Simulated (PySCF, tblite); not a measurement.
Compound: C4H4FOP.
SMILES: `Cc1pcoc1F`

The calculation used PBE0/def2-SVPD in PySCF (dipole) on a GFN2-xTB geometry, gas phase.

Masses are those of the commonest isotopes; rigid-rotor values at the optimised geometry. 

Question: What are A, B and C (MHz)?

Answer: Ia = 155.47, Ib = 208.54, Ic = 360.89 u·Å²; 505379 MHz·u·Å²/I gives A = 3251, B = 2423, C = 1400 MHz.

Question: What kind of rotor is it?

Answer: An asymmetric top; Ray's κ = 0.106.

Question: What does the inertial defect say?

Answer: Not planar: Δ = Ic − Ia − Ib = -3.13 u·Å². For a rigid frame Δ = −2 Σ m c², so Σ m c² = 1.56 u·Å² lies off the ab plane, practically all of it from hydrogen. The atom farthest from that plane is 0.88 Å away.

Question: Give the other two planar moments, Paa and Pbb, and the rms extents of the mass along the axes.

Answer: Paa = Σ m a² = (Ib + Ic − Ia)/2 = 206.98 and Pbb = Σ m b² = (Ia + Ic − Ib)/2 = 153.91 u·Å². With the mass M = 118.00 u, the rms extents √(P/M) along a, b and c are 1.32, 1.14, 0.12 Å.

Question: Where do the levels up to J = 5 lie, in K?

Answer: Above 0(0,0), as E/k:
J = 1: 1(0,1) 0.184, 1(1,1) 0.223, 1(1,0) 0.272
J = 2: 2(0,2) 0.525, 2(1,2) 0.541, 2(1,1) 0.688, 2(2,1) 0.808, 2(2,0) 0.833
J = 3: 3(0,3) 1.000, 3(1,3) 1.005, 3(1,2) 1.289, 3(2,2) 1.358, 3(2,1) 1.459, 3(3,1) 1.693, 3(3,0) 1.702
J = 4: 4(0,4) 1.606, 4(1,4) 1.607, 4(1,3) 2.042, 4(2,3) 2.071, 4(2,2) 2.297, 4(3,2) 2.460, 4(3,1) 2.516, 4(4,1) 2.884, 4(4,0) 2.887
J = 5: 5(0,5) 2.344, 5(1,5) 2.345, 5(1,4) 2.924, 5(2,4) 2.933, 5(2,3) 3.317, 5(3,3) 3.408, 5(3,2) 3.564, 5(4,2) 3.857, 5(4,1) 3.881, 5(5,1) 4.386, 5(5,0) 4.387
Those of J = 1 are B + C, A + C and A + B.

Question: Which types of transition are allowed, and where do some lines up to J = 2 fall?

Answer: The dipole components are |μa| = 0.20 D, |μb| = 0.49 D, |μc| = 0.00 D; the mirror of this Cs structure is the ab plane, so μc vanishes by symmetry and there are no c-type lines. The squared components, which scale the intensities, stand as 0.17 : 1.00 (a : b). Some lines, for components of 0.1 D or more:

```json
{"type": "a", "branch": "Q", "J(Ka,Kc)": "2(2,0) ← 2(2,1)", "MHz": "533", "lower level (cm⁻¹)": "0.561"}
{"type": "a", "branch": "Q", "J(Ka,Kc)": "1(1,0) ← 1(1,1)", "MHz": "1023", "lower level (cm⁻¹)": "0.155"}
{"type": "b", "branch": "Q", "J(Ka,Kc)": "1(1,0) ← 1(0,1)", "MHz": "1850", "lower level (cm⁻¹)": "0.128"}
{"type": "b", "branch": "Q", "J(Ka,Kc)": "2(2,0) ← 2(1,1)", "MHz": "3015", "lower level (cm⁻¹)": "0.478"}
{"type": "a", "branch": "Q", "J(Ka,Kc)": "2(1,1) ← 2(1,2)", "MHz": "3069", "lower level (cm⁻¹)": "0.376"}
{"type": "b", "branch": "Q", "J(Ka,Kc)": "2(1,1) ← 2(0,2)", "MHz": "3406", "lower level (cm⁻¹)": "0.365"}
{"type": "a", "branch": "R", "J(Ka,Kc)": "1(0,1) ← 0(0,0)", "MHz": "3824", "lower level (cm⁻¹)": "0.000"}
{"type": "b", "branch": "R", "J(Ka,Kc)": "1(1,1) ← 0(0,0)", "MHz": "4651", "lower level (cm⁻¹)": "0.000"}
{"type": "b", "branch": "Q", "J(Ka,Kc)": "2(2,1) ← 2(1,2)", "MHz": "5551", "lower level (cm⁻¹)": "0.376"}
{"type": "b", "branch": "R", "J(Ka,Kc)": "2(0,2) ← 1(1,1)", "MHz": "6287", "lower level (cm⁻¹)": "0.155"}
{"type": "a", "branch": "R", "J(Ka,Kc)": "2(1,2) ← 1(1,1)", "MHz": "6624", "lower level (cm⁻¹)": "0.155"}
{"type": "a", "branch": "R", "J(Ka,Kc)": "2(0,2) ← 1(0,1)", "MHz": "7114", "lower level (cm⁻¹)": "0.128"}
{"type": "b", "branch": "R", "J(Ka,Kc)": "2(1,2) ← 1(0,1)", "MHz": "7452", "lower level (cm⁻¹)": "0.128"}
{"type": "a", "branch": "R", "J(Ka,Kc)": "2(1,1) ← 1(1,0)", "MHz": "8670", "lower level (cm⁻¹)": "0.189"}
{"type": "b", "branch": "R", "J(Ka,Kc)": "2(2,1) ← 1(1,0)", "MHz": "11152", "lower level (cm⁻¹)": "0.189"}
{"type": "b", "branch": "R", "J(Ka,Kc)": "2(2,0) ← 1(1,1)", "MHz": "12708", "lower level (cm⁻¹)": "0.155"}
```

Its GFN2-xTB frequencies are all real (lowest 48 cm⁻¹). These are rigid-rotor constants of the computed structure; measured ground-state constants (B0) also hold zero-point vibration. A rigid rotor knows nothing of internal rotation, which can split or shift real lines.
